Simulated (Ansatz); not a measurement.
`ClC[TeH]` + `[NH2][AlH][SiH3]` → `[NH2][AlH][SiH2][TeH]` + `CCl`  (formal exchange of groups at a Te–C bond)

Computed with Ansatz on PBE0-D4/def2-TZVP structures; ΔE is electronic, products minus reactants. CCSD(T)/CBS is the MP2 limit (def2-TZVPP, def2-QZVPP) plus CCSD(T) − MP2 in def2-TZVPP, frozen cores. This one scheme is used for every species. Functionals use def2-TZVPP. B3LYP here is the variant with VWN-RPA as its local correlation; programs differ in this. Elements past krypton have def2 core potentials. For Te outer-core shells are correlated without core-valence functions, which leaves a few kJ/mol of doubt a bond. One conformer a species, not always the lowest.

```json
{"level": "PBE-D4", "ΔE (kJ/mol)": "-117.8", "difference from CCSD(T)/CBS": "-2.3"}
{"level": "r2SCAN-D4", "ΔE (kJ/mol)": "-120.9", "difference from CCSD(T)/CBS": "-5.4"}
{"level": "PBE0-D4", "ΔE (kJ/mol)": "-123.0", "difference from CCSD(T)/CBS": "-7.5"}
{"level": "B3LYP-D4", "ΔE (kJ/mol)": "-114.3", "difference from CCSD(T)/CBS": "1.2"}
{"level": "ωB97X-V", "ΔE (kJ/mol)": "-113.8", "difference from CCSD(T)/CBS": "1.7"}
{"level": "ωB97M-V", "ΔE (kJ/mol)": "-115.6", "difference from CCSD(T)/CBS": "-0.1"}
{"level": "B2PLYP", "ΔE (kJ/mol)": "-113.5", "difference from CCSD(T)/CBS": "2.0"}
{"level": "PBE", "ΔE (kJ/mol)": "-116.2", "difference from CCSD(T)/CBS": "-0.7"}
{"level": "r2SCAN", "ΔE (kJ/mol)": "-120.3", "difference from CCSD(T)/CBS": "-4.8"}
{"level": "PBE0", "ΔE (kJ/mol)": "-121.4", "difference from CCSD(T)/CBS": "-5.9"}
{"level": "B3LYP", "ΔE (kJ/mol)": "-112.0", "difference from CCSD(T)/CBS": "3.5"}
{"level": "HF/def2-TZVPP", "ΔE (kJ/mol)": "-119.2", "difference from CCSD(T)/CBS": "-3.7"}
{"level": "MP2/def2-TZVPP", "ΔE (kJ/mol)": "-117.1", "difference from CCSD(T)/CBS": "-1.6"}
{"level": "SCS-MP2/def2-TZVPP", "ΔE (kJ/mol)": "-111.5", "difference from CCSD(T)/CBS": "4.0"}
{"level": "CCSD/def2-TZVPP", "ΔE (kJ/mol)": "-112.9", "difference from CCSD(T)/CBS": "2.6"}
{"level": "CCSD(T)/def2-TZVPP", "ΔE (kJ/mol)": "-112.6", "difference from CCSD(T)/CBS": "2.9"}
{"level": "HF/def2-QZVPP", "ΔE (kJ/mol)": "-118.5", "difference from CCSD(T)/CBS": "-3.0"}
{"level": "MP2/def2-QZVPP", "ΔE (kJ/mol)": "-118.6", "difference from CCSD(T)/CBS": "-3.1"}
{"level": "SCS-MP2/def2-QZVPP", "ΔE (kJ/mol)": "-113.4", "difference from CCSD(T)/CBS": "2.1"}
{"level": "HF/CBS(def2)", "ΔE (kJ/mol)": "-118.5", "difference from CCSD(T)/CBS": "-3.0"}
{"level": "MP2/CBS(def2)", "ΔE (kJ/mol)": "-120.1", "difference from CCSD(T)/CBS": "-4.6"}
{"level": "CCSD/CBS(def2)", "ΔE (kJ/mol)": "-115.9", "difference from CCSD(T)/CBS": "-0.4"}
{"level": "CCSD(T)/CBS", "ΔE (kJ/mol)": "-115.5", "difference from CCSD(T)/CBS": "0"}
```

Largest T1 diagnostic among the species: 0.013.

From PBE to PBE0 (25 % exact exchange), in def2-TZVPP and without D4, ΔE moves by −5.2 kJ/mol.
